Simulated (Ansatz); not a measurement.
CH7ClOSi2 can be A, `[SiH3]OC[SiH2]Cl`, or B, `O[SiH2]C([SiH3])Cl`.

Isolated molecules relaxed with PBE0-D4/def2-TZVP in Ansatz; ΔE leaves out vibrations. CBS: MP2 limit from def2 TZ/QZ plus the TZ coupled-cluster correction, frozen cores. DFT in def2-TZVPP. B3LYP here is the variant with VWN-RPA as its local correlation; programs differ in this. One conformer a species, not always the lowest.

A:

Z-matrix (Å, degrees):
```
Si
O 1 1.649
H 1 1.480 2 106.4
H 1 1.489 2 110.3 3 -120.2
H 1 1.489 2 110.3 3 120.2
C 2 1.420 1 121.5 3 -179.8
Si 6 1.881 2 106.6 1 -179.8
H 6 1.098 2 111.5 1 -59.6
H 6 1.098 2 111.4 1 60.0
Cl 7 2.060 6 108.0 2 -179.8
H 7 1.481 6 110.6 2 61.6
H 7 1.481 6 110.6 2 -61.3
```

B:

```xyz
12

O    -0.652   -0.486   -2.588
Si    0.000   -0.841   -1.124
C    -0.431    0.478    0.146
Si    0.357    0.280    1.845
Cl    0.115    2.052   -0.551
H    -0.436    0.375   -2.952
H     1.482   -0.931   -1.177
H    -0.594   -2.134   -0.707
H    -1.518    0.548    0.250
H    -0.046    1.407    2.722
H    -0.111   -1.004    2.433
H     1.833    0.254    1.702
```

Task: Which isomer does CCSD(T)/CBS put lower? Give the gap. (An estimate is asked.)

Result: The calculation gave: A, by 12.0 kcal/mol.

Task: Give E(B) − E(A) in kcal/mol with B3LYP, CCSD/def2-TZVPP, B3LYP-D4, CCSD(T)/def2-TZVPP, r2SCAN-D4, MP2/def2-TZVPP, HF/def2-TZVPP. (Best estimate.)

Result: Computed: B3LYP 15.5, CCSD/def2-TZVPP 13.6, B3LYP-D4 13.8, CCSD(T)/def2-TZVPP 12.5, r2SCAN-D4 12.8, MP2/def2-TZVPP 12.0, HF/def2-TZVPP 19.0. None reverses the order clearly.

Largest T1 diagnostic: 0.011.

In def2-TZVPP, CCSD(T) changes the Hartree–Fock value by −6.5 kcal/mol (the triples alone add −1.0 kcal/mol) and MP2 by −7.0 kcal/mol. The D4 term adds −1.7 kcal/mol with B3LYP and −0.8 kcal/mol with PBE0; it sums over pairs of atoms, weighted by their polarisabilities, and B3LYP, whose exchange is more repulsive, gets the larger term.
